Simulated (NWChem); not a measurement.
# CH5AlS; SMILES C[S][AlH2]

```xyz
8

Al     0.2024    -1.5365     0.0030
H     -0.8329    -2.7346     0.0102
H      1.7832    -1.6892    -0.0077
S     -0.6336     0.4718     0.0078
C      0.8403     1.5536    -0.0017
H      0.8180     2.1891     0.8939
H      0.8030     2.1932    -0.8938
H      1.7774     0.9797    -0.0109
```
Atoms are numbered in this order, from 1.

Program: NWChem. Pople sets run with spherical d functions. Coordinates come from a PBE0/def2-SVP optimisation. GIAO values for the isolated, static molecule; σ is the absolute isotropic shielding, δ = σ(reference) − σ with the isolated reference molecule computed at the same levels (13C: tetramethylsilane, 1H: tetramethylsilane).

```
level                                 σ Al1 (ppm)  δ H2 (ppm)  δ H3 (ppm)  σ S4 (ppm)  δ C5 (ppm)  δ H6 (rotor mean) (ppm)
------------------------------------  -----------  ----------  ----------  ----------  ----------  -----------------------
BHandHLYP/pcSseg-1                          317.3        4.80        4.87       578.6        15.5                     2.30
Hartree-Fock/6-31G*                             …           …           …           …           …                        …
LDA (Slater exchange, VWN5)/pcSseg-1        248.7        5.58        5.70       468.4        18.2                     2.47
```

What belongs in the gaps?


- Hartree-Fock/6-31G*, σ Al1 (ppm): 415.6
- Hartree-Fock/6-31G*, δ H2 (ppm): 5.36
- Hartree-Fock/6-31G*, δ H3 (ppm): 5.44
- Hartree-Fock/6-31G*, σ S4 (ppm): 699.1
- Hartree-Fock/6-31G*, δ C5 (ppm): 11.4
- Hartree-Fock/6-31G*, δ H6 (rotor mean) (ppm): 2.06
